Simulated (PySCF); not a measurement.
# Fine-structure interval of Tc³⁰⁺ by level of theory

Tc³⁰⁺ [Ne] 3s2 3p1 [3p1/2^1, M_J = 1/2] → Tc³⁰⁺ [Ne] 3s2 3p1 [3p3/2^1, M_J = 3/2], as a difference of total energies. Calculation: PySCF 2.14, in an uncontracted even-tempered set (19 s from 4.9 bohr⁻², ratio 2.4; 13 p from 6.4 bohr⁻², ratio 2.4; 5 d from 22 bohr⁻², ratio 2.6; 4 f from 34 bohr⁻², ratio 2.6); the two-component X2C-1e Hamiltonian. Correlated levels: 1s2 frozen; the 50 highest virtual spinors dropped. "Screened" scales the spin-orbit matrix elements by Boettger's factors to mimic the two-electron term; Breit and QED terms are absent.

| method | fine-structure interval (cm⁻¹) |
| --- | --- |
| GHF (screened spin-orbit) | 236960 |
| GMP2 (screened spin-orbit) | 234900 |
| GHF (bare spin-orbit) | 248820 |
